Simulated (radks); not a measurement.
Values are calculated unless marked as measured or tabulated.
Task: The mean radii <r> (bohr) of the occupied orbitals of an atom or ion are listed with their occupations. Code: a radial shooting solver on a logarithmic mesh with Libxc functionals. Model: Dirac Kohn-Sham, PBE, spin-unpolarised, spherical densities, finite nucleus; Fermi nuclear charge, rms radius of each element as measured or else 0.836 A^(1/3) + 0.57 fm.

| orbital | occ. | <r> |
|---|---|---|
| 1s1/2 | 1 | 0.04504 |
| 2s1/2 | 2 | 0.1946 |
| 2p1/2 | 2 | 0.1658 |
| 2p3/2 | 4 | 0.1692 |
| 3p1/2 | 0.333333 | 0.4588 |
| 3p3/2 | 0.666667 | 0.4640 |

Name the element and its charge. Open shells, if any, are shared by 2j + 1.

Result: Z = 33, arsenic, charge +23: As23+ in 1s1 2s2 2p6 3p1. The 1s radius gives Z: for a bare nucleus <r> = (2 gamma + 1)/(2Z) with gamma = sqrt(1 - (Z/c)^2), 0.04456 bohr for Z = 33, and screening makes it slightly larger (0.04504 here). The occupations add up to 10, and the charge is Z minus that.
